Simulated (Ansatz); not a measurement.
The cluster Ru6⁺. The state is a doublet with charge 1. Geometry PBE-D4/def2-SVP.

```xyz
6

Ru   -0.288    0.687    1.385
Ru    0.710   -1.468    0.694
Ru   -0.623   -1.175   -1.170
Ru    1.966    0.427    0.317
Ru   -1.993    0.384   -0.170
Ru    0.227    1.143   -1.056
```

In the def2 sets Ru takes a core potential; there is no spin–orbit coupling. HSE06 is defined as in plane-wave codes, on full-range PBE exchange. At PBE-D4/def2-TZVP, BLYP-D4/def2-TZVP, r2SCAN-D4/def2-TZVP, PBE0-D4/def2-SVP and others the charge 1 doublet is spin-contaminated (final ⟨S²⟩ up to 3.71, 0.75 for a pure state). The structure comes from a short search, and lower isomers may exist.

(1) Estimate the α-spin orbital energies around the gap (eV) in Ansatz with PBE-D4/def2-TZVP, BLYP-D4/def2-TZVP, r2SCAN-D4/def2-TZVP, PBE0-D4/def2-SVP, HSE06-D4/def2-TZVP.

## Answers

(1) 
```csv
orbital,PBE-D4/def2-TZVP,BLYP-D4/def2-TZVP,r2SCAN-D4/def2-TZVP,PBE0-D4/def2-SVP,HSE06-D4/def2-TZVP
HOMO−13,-11.02,-10.86,-11.14,-11.85,-11.37
HOMO−12,-10.74,-10.58,-10.83,-11.54,-11.07
HOMO−11,-10.18,-10.04,-10.23,-11.12,-10.64
HOMO−10,-10.06,-9.91,-10.16,-11.10,-10.63
HOMO−9,-9.88,-9.73,-10.10,-10.98,-10.52
HOMO−8,-9.87,-9.71,-9.90,-10.77,-10.31
HOMO−7,-9.46,-9.33,-9.53,-10.58,-10.11
HOMO−6,-9.32,-9.19,-9.52,-10.36,-9.90
HOMO−5,-8.91,-8.79,-8.95,-9.89,-9.42
HOMO−4,-8.85,-8.74,-8.92,-9.84,-9.37
HOMO−3,-8.58,-8.46,-8.77,-9.71,-9.26
HOMO−2,-8.32,-8.22,-8.50,-9.58,-9.12
HOMO−1,-8.21,-8.08,-8.41,-9.32,-8.86
HOMO,-8.13,-8.03,-8.22,-9.16,-8.70
LUMO,-7.78,-7.69,-7.60,-6.84,-7.15
LUMO+1,-7.70,-7.60,-7.35,-6.59,-6.89
LUMO+2,-7.60,-7.50,-7.30,-6.52,-6.82
LUMO+3,-7.54,-7.45,-7.24,-6.36,-6.68
LUMO+4,-7.39,-7.31,-7.12,-6.24,-6.55
LUMO+5,-7.35,-7.29,-7.07,-6.21,-6.51
β HOMO,-8.12,-8.02,-8.10,-8.79,-8.34
β LUMO,-7.68,-7.58,-7.56,-6.75,-7.06
```
